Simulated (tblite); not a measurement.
Input of a run (GFN2-xTB geometry optimisation, gas phase (tblite 0.8.0)), started from a force field or distance geometry:
```
{"job": {"kind": "relax", "xc": "GFN2-xTB", "basis": "xTB"}, "charge": 0, "multiplicity": 1}
C     -1.542400    -1.006500    -0.023600
C     -0.134200    -0.587400    -0.011100
P      1.494000    -1.317300     0.004100
C      2.775500    -0.260500     0.022900
S      1.728000     1.251600     0.056400
C     -0.085100     0.810500     0.021600
C     -0.825300     2.023300     0.035200
N     -1.439700     2.991500     0.054700
H     -2.170500    -0.305000    -0.626600
H     -1.596100    -1.973400    -0.576600
H     -2.009700    -1.089600     0.979200
H      3.806800    -0.538000     0.038000
```

Output (eV, eV/Å):
```
step      E/eV     max force
  0    -578.61509    5.850
  1    -579.59579    3.180
  2    -580.07809    9.918
  3    -580.30867    5.665
  4    -580.74154    3.052
  5    -580.99052    1.432
  6    -581.13120    1.716
  7    -581.18806    0.507
  8    -581.20365    0.404
  9    -581.21973    0.519
 10    -581.22623    0.374
 11    -581.23122    0.175
 12    -581.23453    0.225
 13    -581.23769    0.190
 14    -581.24014    0.132
 15    -581.24228    0.132
 16    -581.24396    0.188
 17    -581.24530    0.180
 18    -581.24652    0.130
 19    -581.24791    0.102
 20    -581.24939    0.108
 21    -581.25042    0.094
 22    -581.25087    0.056
 23    -581.25112    0.057
 24    -581.25141    0.053
 25    -581.25182    0.073
 26    -581.25224    0.073
 27    -581.25254    0.041
 28    -581.25272    0.044
 29    -581.25290    0.044
 30    -581.25317    0.068
 31    -581.25350    0.074
 32    -581.25377    0.051
 33    -581.25391    0.027
 34    -581.25397    0.021
 35    -581.25401    0.025
 36    -581.25403    0.016
 37    -581.25404    0.008
```

Summarise the run.

The energy falls by 254.6 kJ/mol over 37 L-BFGS steps, the largest force on an atom goes from 5.85 to 0.008 eV/Å, and the atoms move by 0.223 Å rms after alignment. Among the bonds, C4–S5 and S5–C6 change most and about equally (-0.132 to -0.131 Å). Bonds longer at the end by more than 0.005 Å: 3 of 12; shorter: 8. Among the angles that change most is P3–C4–S5, from 94.8° to 119.5°. The energy never rose by more than 1e-5 eV on the way. The first step brought 37 % of the lowering.

What are the final bond lengths?

C1–C2 1.496 Å, C2–P3 1.775 Å, P3–C4 1.707 Å, C4–S5 1.708 Å, S5–C6 1.734 Å, C6–C7 1.400 Å, C7≡N8 1.148 Å, C2–C6 1.372 Å, C1–H9 1.089 Å, C1–H10 1.088 Å, C1–H11 1.091 Å, C4–H12 1.076 Å. Numbering counts from 1 in the input's order; the species is `CC1=C(C#N)SC=P1`.

Its GFN2-xTB frequencies are all real (lowest 30 cm⁻¹). 2 starts were optimised and ended at 0.00 and 0.03 kcal/mol (GFN2-xTB); the lowest of these is shown.

All values are computed, not measured.
